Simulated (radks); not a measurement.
Excited configurations of O III: one electron is placed in a higher orbital outside [He] 2s2 2p1. The ground configuration is [He] 2s2 2p2. Method: Dirac Kohn-Sham, BLYP, spin-unpolarised, spherical densities, finite nucleus; open shells are shared between the two j in proportion to 2j + 1; Fermi nuclear charge, rms radius 2.6991 fm; computed with a radial shooting solver on a logarithmic mesh with Libxc functionals. Excitation = E - E(ground); binding = E(ion) - E, where the ion is the core of charge +3; n* = 3/sqrt(2 binding) in atomic units, and the quantum defect is n - n*. Eigenvalue and <r> are those of j = l + 1/2.

| outer orbital | excitation (eV) | binding (eV) | n* | quantum defect | eigenvalue (eV) | <r> (bohr) |
|---|---|---|---|---|---|---|
| 3p | 35.521 | 18.416 | 2.579 | 0.421 | -15.055 | 3.073 |
| 3d | 39.331 | 14.607 | 2.895 | 0.105 | -11.261 | 3.160 |
| 4s | 42.856 | 11.081 | 3.324 | 0.676 | -9.371 | 5.654 |
| 4p | 44.046 | 9.891 | 3.519 | 0.481 | -8.281 | 6.024 |
| 4d | 45.386 | 8.551 | 3.784 | 0.216 | -7.010 | 6.301 |
| 5f | 48.791 | 5.146 | 4.878 | 0.122 | -4.230 | 10.07 |
| 7s | 50.611 | 3.326 | 6.067 | 0.933 | -2.874 | 19.11 |
| 7p | 50.798 | 3.139 | 6.246 | 0.754 | -2.705 | 19.94 |
| 7d | 51.017 | 2.920 | 6.476 | 0.524 | -2.504 | 20.78 |
| 7f | 51.138 | 2.799 | 6.614 | 0.386 | -2.372 | 20.74 |

Estimate the row for 5p.

Answer. excitation (eV) 47.737; binding (eV) 6.200; n* 4.444; quantum defect 0.556; eigenvalue (eV) -5.262; <r> (bohr) 9.825. The Delta-SCF ionisation energy is 53.937 eV (NIST Atomic Spectra Database: 54.936 eV, semi-empirical). Self-interaction in the functional shifts the binding energies and quantum defects, so they are the method's values and not measured ones. Spin polarisation and multiplet splitting are left out, so open shells lie too high by an amount that depends on their filling.

Beside tabulated values, note that spin-unpolarised runs miss the spin-polarisation part of the exchange energy of open shells.
